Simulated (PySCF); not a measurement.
Compound: C5H11N2 (doublet state).
Geometry (GFN2-xTB, Å), atoms numbered from 1 in this order:
```xyz
18
C5H11N2 angstrom
C     -0.9699   -1.4339    1.2231
C     -0.3850   -0.5599    0.1131
C      0.8970    0.0433    0.5175
C      1.9837    0.2028   -0.3346
N      3.0589    0.7996    0.0729
C     -1.4181    0.5710   -0.2320
N     -1.0992    1.3739   -1.3777
H     -1.1645   -0.8395    2.1124
H     -1.9037   -1.8857    0.8969
H     -0.2733   -2.2270    1.4833
H     -0.2472   -1.1617   -0.7938
H      0.9814    0.4442    1.5158
H      1.8776   -0.2066   -1.3512
H      3.7948    0.8557   -0.6266
H     -1.5134    1.2315    0.6326
H     -2.3852    0.0945   -0.4143
H     -1.0001    0.8077   -2.2125
H     -0.2424    1.8964   -1.2366
```

The hyperfine couplings belong to this conformer and change with its torsions.

Identity: `[H]/N=C/[CH][C@@H](C)CN` [radical].

The calculation used UKS B3LYP, pcH-1 on C H N, non-relativistic, mean-field spin-orbit, GIAO in PySCF. Isolated species at its GFN2-xTB geometry (one conformer only). The geometry wasn't refined by DFT: couplings that depend on bond lengths, twists or pyramidal angles can differ widely from those at the functional's own minimum. The SCF solution wasn't tested for stability. ⟨S²⟩ is 0.773 where a pure state has 0.75.

(1) What is the g tensor, term by term?

(2) At 9.724 GHz, how far is the centre of the isotropic spectrum from where a free electron (g = 2.002319) resonates?

(3) How much does each term add to the isotropic shift?

(4) What are the electron Larmor frequencies g μB B/h along the three axes at 3350 mT?

(5) In a frozen sample, at which fields do the three g values resonate at 9.5, 34, 94 and 263 GHz (hyperfine left aside), and which band first spreads them over more than twice a line width of 0.5 mT?

Results:

(1) 
```json
{"Δg (ppm)": "relativistic mass correction", "1": "-182", "2": "-182", "3": "-182"}
{"Δg (ppm)": "gauge correction", "1": "-5", "2": "37", "3": "38"}
{"Δg (ppm)": "orbital Zeeman/spin–orbit", "1": "-13", "2": "1016", "3": "3002"}
{"Δg (ppm)": "total", "1": "-201", "2": "872", "3": "2857"}
```

So g = 2.00212, 2.00319, 2.00518 and g_iso = 2.00350; the tensor is rhombic: the two nearest values differ by 35 % of g3 − g1. Axes: g2 points within 9° of the C4–H13 bond.

(2) B = hν/(g μB) with μB/h = 13.99624 MHz/mT gives 346.98 mT for the free electron and 346.77 mT at g_iso, 0.20 mT lower.

(3) The orbital-Zeeman/spin–orbit term 1335, the mass correction -182 and the gauge correction 23 ppm, for a total of 1176 ppm. The orbital-Zeeman/spin–orbit term is the largest in size. The mass correction is the same along every axis, so the anisotropy comes from the other two: their spans along these axes are 43 (gauge) and 3015 ppm (orbital Zeeman/spin–orbit).

(4) 93.8742, 93.9245, 94.0176 GHz for g1, g2 and g3, a range of 143.4 MHz.

(5) 
| band | GHz | B(g3) mT | B(g2) mT | B(g1) mT | spread mT |
| --- | --- | --- | --- | --- | --- |
| X | 9.5 | 338.50 | 338.84 | 339.02 | 0.52 |
| Q | 34.0 | 1211.48 | 1212.68 | 1213.33 | 1.85 |
| W | 94.0 | 3349.37 | 3352.69 | 3354.49 | 5.12 |
| J | 263.0 | 9371.12 | 9380.41 | 9385.43 | 14.31 |

The spread grows in proportion to the frequency. Q band is the first where it exceeds 1.0 mT.

The largest Mulliken spin populations are on C3 (+0.72), N5 (+0.51) and C4 (-0.21). The angles at C3 add up to 359.9°, so it is planar; its axial dipolar tensor and the negative coupling of its proton fit spin in a p orbital normal to that plane.

The HOMO–LUMO gaps are 6.41 eV among the α and 3.78 eV among the β orbitals.

The run took 72 s (with the writing of density and orbital grids) on Arm Neoverse V2, one thread, no GPU, shared host, and the process peaked at 0.97 GiB of memory.
